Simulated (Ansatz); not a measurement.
Computed with Ansatz on PBE0-D4/def2-TZVP structures; ΔE is electronic, products minus reactants. CCSD(T)/CBS adds triple-zeta CCSD(T) − MP2 to the extrapolated MP2 energy (def2 sets, frozen cores). This one scheme is used for every species. Functionals use def2-TZVPP. B3LYP here is the variant with VWN-RPA as its local correlation; programs differ in this. For Ge outer-core shells are correlated without core-valence functions, which leaves a few kJ/mol of doubt a bond. Scalar relativity is left out up to krypton. Each species was taken in one conformer, which may not be the lowest.

Reaction (formal hydrolysis of a Ge–Si bond): `F[SiH2][GeH2][SiH3]` + H₂O → `[OH][GeH2][SiH3]` + `F[SiH3]`

`F[SiH2][GeH2][SiH3]`:

```xyz
11

F    -1.414   -0.683    2.100
Si   -1.734   -0.822    0.532
Ge   -0.306    0.647   -0.678
Si    1.969    0.339   -0.055
H    -1.485   -2.235    0.145
H    -3.172   -0.506    0.337
H    -0.484    0.348   -2.180
H    -0.730    2.108   -0.440
H     2.146    0.682    1.379
H     2.351   -1.083   -0.264
H     2.857    1.203   -0.876
```

H₂O:

```xyz
3

O    -0.276   -0.071    0.265
H     0.468    0.531    0.343
H    -0.192   -0.459   -0.608
```

`[OH][GeH2][SiH3]`:

```xyz
9

O     1.622    1.165   -0.749
Ge   -0.126    0.786   -0.659
Si   -0.467   -1.178    0.658
H     1.990    1.400    0.106
H    -0.878    1.999   -0.062
H    -0.532    0.600   -2.128
H    -1.921   -1.468    0.781
H     0.096   -0.962    2.019
H     0.214   -2.342    0.034
```

`F[SiH3]`:

```xyz
5

F    -1.413   -0.620    0.227
Si    0.037    0.016   -0.006
H    -0.005    1.437    0.413
H     0.367   -0.093   -1.446
H     1.014   -0.740    0.812
```

```tsv
level	ΔE (kJ/mol)
ωB97X-V	-3.5
B3LYP	-6.6
```

Q: What does CCSD(T)/CBS give? (Best estimate.)

A: Computed: +5.2 kJ/mol. The listed levels differ from it by -8.7, -11.8 kJ/mol.

Largest T1 diagnostic among the species: 0.012.

The D4 term adds +6.7 kJ/mol with B3LYP and +3.9 kJ/mol with PBE0; it sums over pairs of atoms, weighted by their polarisabilities, and B3LYP, whose exchange is more repulsive, gets the larger term. In def2-TZVPP, CCSD(T) changes the Hartree–Fock value by +22.9 kJ/mol (the triples alone add +1.7 kJ/mol) and MP2 by +20.9 kJ/mol.
